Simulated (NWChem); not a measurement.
Everything below was run with NWChem. System: H$_{3}$GeN, charge 0, spin multiplicity 1, at a geometry optimised with B3LYP/def2-SVP. The structure started from a generated list of species. Level: PBE0/aug-pcseg-1.

Input file:

```
start mol
memory heap 200 mb stack 900 mb global 1100 mb
geometry units angstroms nocenter noautoz
  Ge    -0.314713     0.275727     0.000000
  H      0.794596     1.441118     0.000000
  N      0.947111    -1.045424     0.000000
  H      1.955668    -0.916968     0.000000
  H      0.690768    -2.029460     0.000000
  symmetry group Cs
end
basis spherical
  * library aug-pcseg-1
end
dft
  xc pbe0
  semidirect memsize 60000000 filesize 0
  iterations 100
end
task dft energy
```

NWChem printed:

```
             Northwest Computational Chemistry Package (NWChem) 7.3.0
             --------------------------------------------------------

                                NWChem Input Module
                                -------------------

 Scaling coordinates for geometry "geometry" by  1.889725989
 (inverse scale =  0.529177249)

 Turning off AUTOSYM since
 SYMMETRY directive was detected!

                             Geometry "geometry" -> ""
                             -------------------------

 Output coordinates in angstroms (scale by  1.889725989 to convert to a.u.)

  No.       Tag          Charge          X              Y              Z
 ---- ---------------- ---------- -------------- -------------- --------------
    1 Ge                  32.0000    -0.31471300     0.27572700     0.00000000
    2 H                    1.0000     0.79459600     1.44111800     0.00000000
    3 N                    7.0000     0.94711100    -1.04542400     0.00000000
    4 H                    1.0000     1.95566800    -0.91696800     0.00000000
    5 H                    1.0000     0.69076800    -2.02946000     0.00000000

 Effective nuclear repulsion energy (a.u.)      98.1845445354

            Nuclear Dipole moment (a.u.)
            ----------------------------
        X                 Y               Z
 ---------------- ---------------- ----------------
    -0.0000132281    -0.0000264562     0.0000000000

      Symmetry information
      --------------------

 Group name             Cs
 Group number              2
 Group order               2
 No. of unique centers     5

      Symmetry unique atoms

     1    2    3    4    5


 Summary of "ao basis" -> "" (spherical)
 ------------------------------------------------------------------------------
       Tag                 Description            Shells   Functions and Types
 ---------------- ------------------------------  ------  ---------------------
 *                        aug-pcseg-1                 on all atoms

                                 NWChem DFT Module
                                 -----------------

 Summary of "ao basis" -> "ao basis" (spherical)
 ------------------------------------------------------------------------------
       Tag                 Description            Shells   Functions and Types
 ---------------- ------------------------------  ------  ---------------------
 Ge                       aug-pcseg-1               14       36   6s5p3d
 H                        aug-pcseg-1                5        9   3s2p
 N                        aug-pcseg-1                9       23   4s3p2d

 Summary of "ao basis" -> "ao basis" (spherical)
 ------------------------------------------------------------------------------
       Tag                 Description            Shells   Functions and Types
 ---------------- ------------------------------  ------  ---------------------
 Ge                       aug-pcseg-1               14       36   6s5p3d
 H                        aug-pcseg-1                5        9   3s2p
 N                        aug-pcseg-1                9       23   4s3p2d

      Symmetry analysis of basis
      --------------------------

        a'         62
        a"         24

            General Information
            -------------------
          SCF calculation type: DFT
          Wavefunction type:  closed shell.
          No. of atoms     :     5
          No. of electrons :    42
           Alpha electrons :    21
            Beta electrons :    21
[...]
 d= 0,ls=0.0,diis     4  -2132.9692876523 -4.75D-02  2.94D-03  4.78D-02     3.7
 d= 0,ls=0.0,diis     5  -2132.9742733403 -4.99D-03  5.08D-04  9.87D-04     4.0
  Resetting Diis
 d= 0,ls=0.0,diis     6  -2132.9744207687 -1.47D-04  1.94D-04  1.18D-04     4.3
 d= 0,ls=0.0,diis     7  -2132.9744409968 -2.02D-05  4.24D-05  3.46D-06     4.6
 d= 0,ls=0.0,diis     8  -2132.9744413614 -3.65D-07  1.86D-05  1.71D-06     4.8
 d= 0,ls=0.0,diis     9  -2132.9744416996 -3.38D-07  2.34D-06  1.53D-08     5.1

         Total DFT energy =    -2132.974441699647
      One electron energy =    -3166.822262638722
           Coulomb energy =     1022.363130205585
    Exchange-Corr. energy =      -86.699853801937
 Nuclear repulsion energy =       98.184544535427

 Numeric. integr. density =       41.999986532361

     Total iterative time =      4.0s

                  Occupations of the irreducible representations
                  ----------------------------------------------

                     irrep           alpha         beta
                     --------     --------     --------
                     a'               16.0         16.0
                     a"                5.0          5.0

                       DFT Final Molecular Orbital Analysis
                       ------------------------------------

 Vector   19  Occ=2.000000D+00  E=-3.642834D-01  Symmetry=a'
              MO Center=  4.0D-01,  3.2D-01, -2.3D-16, r^2= 2.5D+00
   Bfn.  Coefficient  Atom+Function         Bfn.  Coefficient  Atom+Function
  ----- ------------  ---------------      ----- ------------  ---------------
     5      0.374654  1 Ge s                 51     -0.294119  3 N  py
    37      0.285740  2 H  s                 14      0.253851  1 Ge py
     4      0.237324  1 Ge s                 54     -0.203257  3 N  py
     3     -0.202073  1 Ge s                 48     -0.197642  3 N  s
    17      0.191967  1 Ge py                50      0.190349  3 N  px

 Vector   20  Occ=2.000000D+00  E=-2.993014D-01  Symmetry=a"
              MO Center=  8.1D-01, -9.0D-01, -7.3D-15, r^2= 1.4D+00
   Bfn.  Coefficient  Atom+Function         Bfn.  Coefficient  Atom+Function
  ----- ------------  ---------------      ----- ------------  ---------------
    52      0.547707  3 N  pz                55      0.438676  3 N  pz
    15      0.168486  1 Ge pz                18      0.123546  1 Ge pz
    12     -0.103078  1 Ge pz                58      0.060039  3 N  pz
    25      0.035256  1 Ge d  1              23      0.034413  1 Ge d -1
     9      0.033920  1 Ge pz                30     -0.032638  1 Ge d  1

 Vector   21  Occ=2.000000D+00  E=-2.445063D-01  Symmetry=a'
              MO Center= -3.8D-01,  3.8D-01,  1.1D-14, r^2= 2.6D+00
   Bfn.  Coefficient  Atom+Function         Bfn.  Coefficient  Atom+Function
  ----- ------------  ---------------      ----- ------------  ---------------
     5      0.439181  1 Ge s                  4      0.372128  1 Ge s
    16     -0.329503  1 Ge px                13     -0.319533  1 Ge px
     3     -0.299886  1 Ge s                 37     -0.289316  2 H  s
    38     -0.199261  2 H  s                 10      0.196844  1 Ge px
    17     -0.142687  1 Ge py                50      0.125081  3 N  px

 Vector   22  Occ=0.000000D+00  E=-6.695172D-02  Symmetry=a"
              MO Center= -2.5D-01,  2.7D-01,  2.2D-13, r^2= 3.7D+00
   Bfn.  Coefficient  Atom+Function         Bfn.  Coefficient  Atom+Function
  ----- ------------  ---------------      ----- ------------  ---------------
    18      0.633418  1 Ge pz                15      0.404657  1 Ge pz
    52     -0.253615  3 N  pz                55     -0.247878  3 N  pz
    12     -0.236703  1 Ge pz                21      0.200001  1 Ge pz
    58     -0.138007  3 N  pz                 9      0.077394  1 Ge pz
    45      0.038991  2 H  pz                28      0.038707  1 Ge d -1

 Vector   23  Occ=0.000000D+00  E=-1.384349D-02  Symmetry=a'
              MO Center=  1.1D+00, -1.4D+00, -4.7D-14, r^2= 1.1D+01
   Bfn.  Coefficient  Atom+Function         Bfn.  Coefficient  Atom+Function
  ----- ------------  ---------------      ----- ------------  ---------------
     6      0.831752  1 Ge s                 71     -0.739322  4 H  s
    49      0.695182  3 N  s                 39     -0.681646  2 H  s
    80     -0.566513  5 H  s                 48      0.422104  3 N  s
    17      0.348813  1 Ge py                70     -0.333383  4 H  s
    20      0.305790  1 Ge py                79     -0.270261  5 H  s

 Vector   24  Occ=0.000000D+00  E= 1.587339D-02  Symmetry=a'
              MO Center= -9.0D-01,  1.9D+00,  3.2D-14, r^2= 1.3D+01
   Bfn.  Coefficient  Atom+Function         Bfn.  Coefficient  Atom+Function
  ----- ------------  ---------------      ----- ------------  ---------------
    39      2.694291  2 H  s                  6     -2.354429  1 Ge s
    19     -1.339217  1 Ge px                 5     -1.064001  1 Ge s
    71      0.768725  4 H  s                 49      0.486432  3 N  s
    38      0.476703  2 H  s                 16     -0.473387  1 Ge px
    56     -0.253615  3 N  px                48      0.195635  3 N  s

 center of mass
 --------------
 x =  -0.13575847 y =   0.08780840 z =   0.00000000

 moments of inertia (a.u.)
 ------------------
          99.343815496695          78.713278204118           0.000000000000
          78.713278204118          87.080257937762           0.000000000000
           0.000000000000           0.000000000000         186.424073434457

     Multipole analysis of the density
     ---------------------------------

     L   x y z        total         alpha         beta         nuclear
     -   - - -        -----         -----         ----         -------
     0   0 0 0     -0.000000    -21.000000    -21.000000     42.000000

     1   1 0 0      0.378337      0.189175      0.189175     -0.000013
     1   0 1 0     -0.432228     -0.216101     -0.216101     -0.000026
     1   0 0 1     -0.000000     -0.000000     -0.000000      0.000000

     2   2 0 0    -18.523908    -34.940999    -34.940999     51.358090
     2   1 1 0     -1.386078     20.300870     20.300870    -41.987818
     2   1 0 1     -0.000000     -0.000000     -0.000000      0.000000
     2   0 2 0    -17.151135    -39.143076    -39.143076     61.135017
     2   0 1 1      0.000000      0.000000      0.000000      0.000000
     2   0 0 2    -18.625091     -9.312546     -9.312546      0.000000

 Task  times  cpu:        5.1s     wall:        5.1s

 Total times  cpu:        5.1s     wall:        5.1s
```
